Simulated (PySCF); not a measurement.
# Computed records: Cl₂GeH₄Si, BGeH₃N₂

All values are calculated (PySCF 2.14.0). Calculation on a computer-drawn molecule: optimised geometry and harmonic frequencies of an isolated molecule of the commonest isotopes, restricted reference for singlets and unrestricted otherwise, frozen core in MP2; on germanium a core potential holds 10 electrons, which the energies leave out, and 3d is frozen in MP2 and coupled-cluster steps.

Common to all runs: charge 0; multiplicity 1; method HF; basis and core potential on germanium cc-pVDZ-PP ECP10MDF.

```yaml
- entry: 1
  formula: Cl2GeH4Si
  start_structure:
    atoms_angstrom:
      - [Cl, -0.6982, -2.3053, -1.4775]
      - [Si, -0.0507, -1.5682, 0.2794]
      - [Cl, 1.9823, -1.1775, 0.168]
      - [Ge, -1.1465, 0.3871, 0.7362]
      - [H, -0.1431, -2.5863, 1.3083]
      - [H, -2.5798, 0.2293, 0.961]
      - [H, -1.0238, 1.5601, -0.2496]
      - [H, -0.6541, 1.1163, 1.9944]
  given:
    basis: "cc-pV(D+d)Z"
    drawn_bonds_atom: [1, 2, 2, 2, 4, 4, 4]
    drawn_bonds_other_atom: [2, 3, 4, 5, 6, 7, 8]
    drawn_bonds_order: [1, 1, 1, 1, 1, 1, 1]
  results:
    optimised_atom_element: [Cl, Si, Cl, Ge, H, H, H, H]
    "optimised_atom_x [angstrom]": [-0.7163, -0.01462, 2.008, -1.176, -0.1565, -2.671, -0.9425, -0.6455]
    "optimised_atom_y [angstrom]": [-2.326, -1.539, -1.157, 0.4966, -2.588, 0.2037, 1.492, 1.073]
    "optimised_atom_z [angstrom]": [-1.481, 0.2981, 0.1021, 0.7923, 1.317, 0.9289, -0.3435, 2.107]
    "modes_frequency [cm^-1]": [93.17, 105.6, 134.7, 204.7, 344.5, 508.8, 524.8, 551.5, 591.7, 817.5, 855.8, 897.8, 961.0, 961.4, 2230, 2234, 2245, 2367]
    "modes_reduced_mass [dalton]": [1.14, 5.576, 13.1, 12.28, 5.326, 1.214, 1.352, 8.452, 6.679, 1.091, 1.066, 1.063, 1.021, 1.019, 1.024, 1.02, 1.015, 1.042]
    "rotational_constants [GHz]": [2.298, 1.19, 0.834]
    "total_energy [hartree]": -1503.7542
    "convergence_status_largest_gradient_component [hartree/bohr]": 3.401e-06
- entry: 2
  formula: BGeH3N2
  start_structure:
    atoms_angstrom:
      - ["N", -0.3184, 1.9566, 0.4805]
      - [B, 0.1473, 0.8615, 0.3139]
      - ["N", 0.7676, -0.3738, -0.0404]
      - [Ge, 2.3954, -0.9064, -0.0454]
      - [H, -0.6202, 2.8493, 0.7213]
      - [H, -0.0151, -1.014, -0.2104]
      - [H, 2.0125, -2.4163, -0.4893]
  given:
    basis: cc-pVDZ
    drawn_bonds_atom: [1, 2, 3, 1, 3, 4]
    drawn_bonds_other_atom: [2, 3, 4, 5, 6, 7]
    drawn_bonds_order: [2, 1, 1, 1, 1, 1]
  results:
    optimised_atom_element: ["N", B, "N", Ge, H, H, H]
    "optimised_atom_x [angstrom]": [-0.2756, 0.1415, 0.6366, 2.424, -0.6037, -0.06496, 2.111]
    "optimised_atom_y [angstrom]": [2.0, 0.8705, -0.412, -0.8999, 2.903, -1.098, -2.406]
    "optimised_atom_z [angstrom]": [0.5284, 0.2644, -0.034, -0.06189, 0.7392, -0.2455, -0.4604]
    "modes_frequency [cm^-1]": [141.0, 197.6, 250.9, 457.9, 483.0, 537.6, 629.2, 664.9, 857.1, 1057, 1318, 1978, 2140, 3800, 4113]
    "modes_reduced_mass [dalton]": [6.553, 1.544, 1.103, 6.074, 1.272, 4.357, 1.108, 2.958, 1.292, 3.001, 1.426, 1.022, 8.175, 1.075, 1.1]
    "rotational_constants [GHz]": [29.49, 1.917, 1.8]
    "total_energy [hartree]": -428.7473
    "convergence_status_largest_gradient_component [hartree/bohr]": 8.939e-06
```
